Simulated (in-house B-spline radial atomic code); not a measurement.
Radial electron density of neutral fluorine, [He] 2s1 2p5 3p1. Computed with a radial B-spline atomic code at the basis-set limit: non-relativistic LDA exchange-only, spin-polarised, spherical fractional occupations, point nucleus.

Columns: r (bohr), 4πr²n(r) (electrons per bohr), bar.

```
 0.00718    0.247 #
 0.00872   0.3543 ##
  0.0106   0.5062 ##
  0.0129   0.7194 ###
  0.0157    1.013 #####
  0.0191    1.411 #######
  0.0232    1.935 #########
  0.0282    2.614 ############
  0.0342    3.454 ################
  0.0416     4.48 #####################
  0.0506     5.65 ##########################
  0.0615    6.884 ################################
  0.0748    8.062 #####################################
  0.0909    8.994 ##########################################
   0.111    9.486 ############################################
   0.134    9.365 ###########################################
   0.163    8.596 ########################################
   0.199      7.3 ##################################
   0.242    5.891 ###########################
   0.294    4.801 ######################
   0.357    4.352 ####################
   0.434    4.574 #####################
   0.528    5.164 ########################
   0.642    5.628 ##########################
    0.78    5.558 ##########################
   0.948    4.834 ######################
    1.15    3.659 #################
     1.4    2.357 ###########
     1.7    1.294 ######
    2.07   0.5984 ###
    2.52   0.2602 #
    3.06   0.1532 #
    3.72     0.15 #
    4.53   0.1702 #
     5.5   0.1712 #
    6.69   0.1406 #
    8.13  0.09042 
    9.89  0.04343 
      12  0.01515 
    14.6 0.003561 
    17.8 0.0005342 
    21.6 5.226e-05
```

On this grid the curve has 3 maxima, near 0.111, 0.642, 5.5 bohr.

The 3p up radial function P(r) = rR(r), positive near the nucleus:

```csv
r (bohr),P
0.0129,0.0005736
0.0191,0.001223
0.0282,0.002561
0.0416,0.005257
0.0615,0.01055
0.0909,0.02035
0.134,0.03707
0.199,0.06328
0.294,0.09655
0.434,0.127
0.642,0.1336
0.948,0.09141
1.4,-0.01004
2.07,-0.1562
3.06,-0.309
4.53,-0.4105
6.69,-0.3749
9.89,-0.2084
14.6,-0.05968
21.6,-0.007229
```
